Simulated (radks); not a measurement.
Effect of the nuclear size on neutral manganese, [Ar] 3d5 4s2. Calculated with a radial shooting solver on a logarithmic mesh with Libxc functionals: Dirac Kohn-Sham, PBE, spin-unpolarised, spherical densities, finite nucleus; open shells fill j = l - 1/2 first; Fermi nuclear charge, rms radius 3.7057 fm. The rms radius is varied about that value; shifts are against it.

rms radius (fm),total energy shift (eV),density at nucleus (e/bohr^3),1s1/2 shift (meV),2s1/2 shift (meV),2p1/2 shift (meV),3s1/2 shift (meV)
3.1573,-0.0251,1.326e+04,-10.6,-0.941,0.106,-0.129
3.5241,-0.00873,1.32e+04,-3.70,-0.327,0.037,-0.045
3.7057,0,1.317e+04,0.000,0.000,0.000,0.000
3.8502,0.00725,1.315e+04,3.07,0.272,-0.031,0.037
4.4431,0.0398,1.308e+04,16.9,1.49,-0.168,0.205

Slopes of the eigenvalues against <r^2> in GHz/fm^2, as finite differences over the two radii next to the reference (eigenvalue slopes, not the field-shift constants of lines): 1s1/2 681, 2s1/2 60.3, 2p1/2 -6.81, 3s1/2 8.29.
